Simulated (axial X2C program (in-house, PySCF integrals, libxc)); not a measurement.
## Outer orbitals of SrAl at 3.310 Å, TPSS

All values were computed with an in-house relativistic program for diatomic molecules. Spin-free means the one-electron spin-free X2C Hamiltonian; two-component (2c) means X2C with spin–orbit coupling and atomic mean-field two-electron Coulomb and Gaunt terms, so the difference of the two also holds small scalar two-electron terms. Basis: Sr dyall-cv3z [13s12p8d5f1g], Al dyall-v3z [8s8p2d1f] (cores contracted in-house); Gaussian nuclei, density fitting, unrestricted open shells. Masses: Sr 87.906 u, Al 26.982 u.

The distance is close to the 2c PBE0 minimum; the highest filled and lowest empty levels are listed.

Spin-free orbitals, state M_S = 1/2, Λ = 1 (beyond evenly filled blocks: π+α) (Löwdin shares):

```json
{"symmetry": "π+α", "occupied": "yes", "ε (eV)": "-23.16", "atomic character": "100% Sr p"}
{"symmetry": "π-α", "occupied": "yes", "ε (eV)": "-23.16", "atomic character": "100% Sr p"}
{"symmetry": "π-β", "occupied": "yes", "ε (eV)": "-23.15", "atomic character": "100% Sr p"}
{"symmetry": "π+β", "occupied": "yes", "ε (eV)": "-23.15", "atomic character": "100% Sr p"}
{"symmetry": "σα", "occupied": "yes", "ε (eV)": "-23.06", "atomic character": "99% Sr p"}
{"symmetry": "σβ", "occupied": "yes", "ε (eV)": "-23.00", "atomic character": "99% Sr p"}
{"symmetry": "σα", "occupied": "yes", "ε (eV)": "-7.81", "atomic character": "78% Al s, 9% Sr p, 7% Sr s"}
{"symmetry": "σβ", "occupied": "yes", "ε (eV)": "-6.87", "atomic character": "77% Al s, 8% Sr s, 8% Sr p"}
{"symmetry": "σα", "occupied": "yes", "ε (eV)": "-3.76", "atomic character": "52% Al p, 40% Sr s, 5% Al s"}
{"symmetry": "σβ", "occupied": "yes", "ε (eV)": "-3.60", "atomic character": "67% Sr s, 18% Al p, 10% Sr p"}
{"symmetry": "π+α", "occupied": "yes", "ε (eV)": "-2.99", "atomic character": "73% Al p, 15% Sr d, 10% Sr p"}
{"symmetry": "π-α", "occupied": "no", "ε (eV)": "-2.99", "atomic character": "73% Al p, 15% Sr d, 10% Sr p"}
{"symmetry": "σα", "occupied": "no", "ε (eV)": "-2.37", "atomic character": "41% Sr s, 23% Al p, 17% Sr d"}
{"symmetry": "π-β", "occupied": "no", "ε (eV)": "-2.17", "atomic character": "66% Al p, 18% Sr d, 15% Sr p"}
{"symmetry": "π+β", "occupied": "no", "ε (eV)": "-2.17", "atomic character": "66% Al p, 18% Sr d, 15% Sr p"}
```

A filled and an empty partner (Λ and −Λ, same spin) share one energy because the functional has no current term.

Spinors with spin–orbit coupling (state Ω = 1/2):

| ω | occupied | ε (eV) | atomic character | λ mixture |
| --- | --- | --- | --- | --- |
| -1/2 | yes | -23.84 | 100% Sr p | 70% π, 30% σ |
| 1/2 | yes | -23.84 | 100% Sr p | 73% π, 27% σ |
| -3/2 | yes | -22.78 | 100% Sr p | 100% π |
| 3/2 | yes | -22.77 | 100% Sr p | 100% π |
| -1/2 | yes | -22.71 | 99% Sr p | 70% σ, 30% π |
| 1/2 | yes | -22.66 | 99% Sr p | 73% σ, 27% π |
| -1/2 | yes | -7.81 | 78% Al s, 9% Sr p, 7% Sr s | 100% σ |
| 1/2 | yes | -6.87 | 77% Al s, 8% Sr s, 8% Sr p | 100% σ |
| -1/2 | yes | -3.76 | 52% Al p, 40% Sr s, 5% Al s | 100% σ |
| 1/2 | yes | -3.60 | 67% Sr s, 18% Al p, 10% Sr p | 100% σ |
| 1/2 | yes | -3.00 | 73% Al p, 15% Sr d, 10% Sr p | 100% π |
| -3/2 | no | -2.99 | 73% Al p, 15% Sr d, 10% Sr p | 100% π |
| -1/2 | no | -2.37 | 40% Sr s, 23% Al p, 17% Sr d | 100% σ |
| -1/2 | no | -2.18 | 66% Al p, 17% Sr d, 15% Sr p | 100% π |
| 3/2 | no | -2.16 | 66% Al p, 18% Sr d, 14% Sr p | 100% π |

Mulliken charges and populations of the two-component result (they depend on the basis, above all on diffuse functions):

Sr 0.27 e (s 9.33 p 18.19 d 10.20 f 0.01), Al -0.27 e (s 5.91 p 7.34 d 0.02). ⟨Lz⟩ = 1.00 ħ and ⟨Sz⟩ = -0.50 ħ (0.05 and -0.55 on the two atoms), which add up to Ω.

One determinant describes the state; a PBE0 search over occupations chose it and may have missed a lower one. Density functionals use the spin component along the axis (collinear). PBE0 can misorder states that lie within some tenths of an eV, so this need not be the ground state of the molecule. The nearest other spin-free determinant of the search, M_S = 1/2, Λ = 0, lies 0.41 eV up at the distance of the search. The functionals have no current-density term, which raises determinants with orbital currents, atoms included. The determinant is spin-polarised beyond a pure state at some levels (its spin-free form has ⟨S²⟩ too high), which makes Re and μ there less reliable.
